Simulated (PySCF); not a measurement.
# Magnetisability: `InChI=1S/C6H10O/c1-6(2)4-5-7-3/h4-5H,1H2,2-3H3/b5-4-`

Molfile (atoms numbered from 1):
```
C6H10O
     RDKit          3D

 17 16  0  0  0  0  0  0  0  0999 V2000
   -2.6800    0.8690    0.2876 C   0  0  0  0  0  0  0  0  0  0  0  0
   -1.4810    0.3421    0.0329 C   0  0  0  0  0  0  0  0  0  0  0  0
   -1.3344   -0.9123   -0.7718 C   0  0  0  0  0  0  0  0  0  0  0  0
   -0.2827    0.9842    0.5428 C   0  0  0  0  0  0  0  0  0  0  0  0
    0.9916    0.6117    0.3864 C   0  0  0  0  0  0  0  0  0  0  0  0
    1.4098   -0.4763   -0.3121 O   0  0  0  0  0  0  0  0  0  0  0  0
    2.7979   -0.6943   -0.3252 C   0  0  0  0  0  0  0  0  0  0  0  0
   -3.5875    0.4167   -0.0741 H   0  0  0  0  0  0  0  0  0  0  0  0
   -2.7942    1.7703    0.8659 H   0  0  0  0  0  0  0  0  0  0  0  0
   -0.8427   -1.6816   -0.1798 H   0  0  0  0  0  0  0  0  0  0  0  0
   -2.3064   -1.2773   -1.0948 H   0  0  0  0  0  0  0  0  0  0  0  0
   -0.7138   -0.7273   -1.6459 H   0  0  0  0  0  0  0  0  0  0  0  0
   -0.4483    1.8804    1.1235 H   0  0  0  0  0  0  0  0  0  0  0  0
    1.7824    1.2049    0.8365 H   0  0  0  0  0  0  0  0  0  0  0  0
    2.9663   -1.5707   -0.9491 H   0  0  0  0  0  0  0  0  0  0  0  0
    3.1814   -0.8893    0.6827 H   0  0  0  0  0  0  0  0  0  0  0  0
    3.3344    0.1616   -0.7497 H   0  0  0  0  0  0  0  0  0  0  0  0
  1  2  2  0
  2  3  1  0
  2  4  1  0
  4  5  2  0
  5  6  1  0
  6  7  1  0
  1  8  1  0
  1  9  1  0
  3 10  1  0
  3 11  1  0
  3 12  1  0
  4 13  1  0
  5 14  1  0
  7 15  1  0
  7 16  1  0
  7 17  1  0
M  END
```

Computed with PySCF, GIAO wB97X-D/pcSseg-1 magnetisability, rotational g tensor and spin-rotation constants, non-relativistic, gas phase. Geometry: GFN2-xTB.

Problem. What are the magnetisability and the molar susceptibility?

Solution. Isotropic -1046 × 10⁻³⁰ J/T², or -63.0 × 10⁻⁶ cm³/mol; principal values -1138, -1076, -924 × 10⁻³⁰ J/T², anisotropy 191 × 10⁻³⁰ J/T² (root of half the summed squared differences of the principal values). The susceptibility is in cgs units.

Problem. Split it along the inertial axes a, b, c into diamagnetic and paramagnetic parts about the centre of mass, with the quadrupole moment.

Solution. 
```csv
axis,χ (10⁻⁶ cm³/mol),diamagnetic (10⁻⁶ cm³/mol),paramagnetic (10⁻⁶ cm³/mol),summed x² of all electrons (Å²),quadrupole Θ (D Å)
a,-64.6,-286.6,222.0,211.3,+7.62
b,-55.8,-951.1,895.3,54.7,+0.28
c,-68.5,-1128.3,1059.8,12.9,-7.90
```
Anisotropies 2χaa − χbb − χcc = -4.8 and 2χbb − χaa − χcc = +21.5 × 10⁻⁶ cm³/mol. Θ is traceless in Buckingham's convention.

Problem. And the rotational g tensor?

Solution. 
```csv
axis,rotational constant (GHz),g,nuclear part,electronic part
a,6.7878,-0.0427,0.6652,-0.7078
b,1.4471,-0.0121,0.5965,-0.6086
c,1.2108,-0.0002,0.6027,-0.6028
```
Asymmetric top; isotopes 12C, 1H, 16O; no vibrational averaging.
